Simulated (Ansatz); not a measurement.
Two isomers of C2H7BSi: A = `B1CC[SiH2]1`, B = `CC1B[SiH2]1`.

Computed with Ansatz on PBE0-D4/def2-TZVP structures; ΔE is electronic, products minus reactants. CCSD(T)/CBS adds triple-zeta CCSD(T) − MP2 to the extrapolated MP2 energy (def2 sets, frozen cores). DFT in def2-TZVPP. B3LYP here is the variant with VWN-RPA as its local correlation; programs differ in this.

Which is lower in electronic energy at CCSD(T)/CBS, and by how much? (An estimate is asked.)

Computed: A, by 47.1 kJ/mol.

Give E(B) − E(A) in kJ/mol with ωB97M-V, CCSD/def2-TZVPP, PBE0-D4, B2PLYP, B3LYP, LDA (SPW92), BLYP-D4. (Estimate.)

The calculation gave: ωB97M-V 48.9, CCSD/def2-TZVPP 54.0, PBE0-D4 47.0, B2PLYP 42.5, B3LYP 40.3, LDA (SPW92) 34.2, BLYP-D4 32.9. None reverses the order clearly.

Does the order hold for the free energy at 298.15 K (harmonic terms from PBE0-D4)? (An estimate is asked.)

Computed: Yes: G(B) − G(A) = +45.9 kJ/mol.

Largest T1 diagnostic: 0.013.

From r2SCAN to r2SCAN0 (25 % exact exchange), in def2-TZVPP and without D4, E(B) − E(A) moves by +8.6 kJ/mol. Leaving LDA and LC-ωPBE aside and taking each functional with its dispersion term where it has one, the values, not all of them listed here, spread over 26.2 kJ/mol, from BLYP-D4 to ωB97X-V.
